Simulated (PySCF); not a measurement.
C4H7NS, SMILES CSC=C=CN.

Geometry: r2SCAN-D4/def2-SVP. The structure was generated by enumeration; whether it is a known compound was not checked. One conformer was computed; it need not be the lowest.

Level of theory: PySCF with TDDFT-B3LYP/def2-SVPD.

Vertical excitations. 

```
state  energy (eV)  λ (nm)      f                                                                     main pairs
-----  -----------  ------  -----  -----------------------------------------------------------------------------
S1            4.34     286  0.000                                                               HOMO−1→LUMO 95 %
S2            4.72     263  0.002                                                               HOMO→LUMO+1 93 %
S3            4.84     256  0.074                                               HOMO→LUMO 68 %, HOMO→LUMO+2 18 %
S4            5.08     244  0.038                                               HOMO→LUMO+2 73 %, HOMO→LUMO 17 %
S5            5.46     227  0.005                                         HOMO−1→LUMO+2 67 %, HOMO−1→LUMO+3 27 %
S6            5.56     223  0.002                                                               HOMO→LUMO+3 79 %
S7            5.65     219  0.200    HOMO−1→LUMO+1 40 %, HOMO−1→LUMO+3 25 %, HOMO−1→LUMO+2 17 %, HOMO→LUMO+3 8 %
S8            5.96     208  0.425  HOMO−1→LUMO+1 37 %, HOMO−1→LUMO+3 27 %, HOMO−1→LUMO+2 11 %, HOMO−1→LUMO+6 7 %
S9            6.00     207  0.078                                             HOMO→LUMO+4 71 %, HOMO→LUMO+5 16 %
S10           6.10     203  0.006                     HOMO−1→LUMO+4 67 %, HOMO−1→LUMO+3 14 %, HOMO−1→LUMO+5 12 %
T1            3.67     338      0                                                                 HOMO→LUMO 74 %
T2            3.91     317      0                                                             HOMO−1→LUMO+1 77 %
T3            4.07     305      0                                                               HOMO−1→LUMO 93 %
T4            4.42     281      0                                                               HOMO→LUMO+1 89 %
```
Triplets are in the Tamm–Dancoff approximation, which puts them higher than full response would, so one can lie above its singlet here.
